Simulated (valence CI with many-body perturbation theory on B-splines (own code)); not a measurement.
Results of a calculation; reference values are marked as such.
Cu²³⁺: configurations and terms from energies and g

Method: configuration interaction combined with many-body perturbation theory (CI+MBPT): four valence electrons over a frozen Dirac-Fock core [He], a basis of 11 s, 11 p, 10 d, 8 f, 5 g, 2 h functions for each j, with the one-electron correlation potential Σ1, the two-electron term Σ2, the three-electron term Σ3, Breit, model QED; selected CI, second order for the rest, scaled by the run's own slope (own B-spline code, finite nucleus).

No measured levels were compared; by estimate levels of excited configurations hold to 0.05 to 0.15 % of their energy, terms of the ground configuration to about 0.5 %. Among the levels kept, up to 1000 cm⁻¹ of a level comes from second order outside the variational space, and about a tenth of that is noise between levels of different J, which matters for small intervals.

| No. | J | Parity | E (cm⁻¹) | g |
| --- | --- | --- | --- | --- |
| 2 | 1 | even | 132020 | 1.497 |
| 6 | 2 | odd | 642450 | 1.957 |
| 7 | 1 | odd | 958410 | 0.720 |
| 8 | 2 | odd | 968490 | 1.258 |
| 9 | 3 | odd | 1018800 | 1.329 |
| 11 | 1 | odd | 1164900 | 1.338 |
| 14 | 2 | odd | 1405800 | 1.077 |
| 15 | 1 | odd | 1574400 | 1.201 |
| 16 | 2 | even | 1983500 | 1.424 |
| 18 | 1 | even | 2142300 | 1.497 |
| 19 | 2 | even | 2226300 | 1.067 |
| 22 | 1 | odd | 9899000 | 1.368 |

Energies count from the lowest level. Strongly mixed levels and levels close to another of their J and parity, and those with J = 0 are left out, so the numbers can have gaps.

Problem. Give configuration and LS term of each level.

Solution. 2: 2s2 2p2 3P; 6: 2s 2p3 5S°; 7: 2s 2p3 3D°; 8: 2s 2p3 3D°; 9: 2s 2p3 3D°; 11: 2s 2p3 3P°; 14: 2s 2p3 1D°; 15: 2s 2p3 1P°; 16: 2p4 3P; 18: 2p4 3P; 19: 2p4 1D; 22: 2s2 2p 3s 3P°.
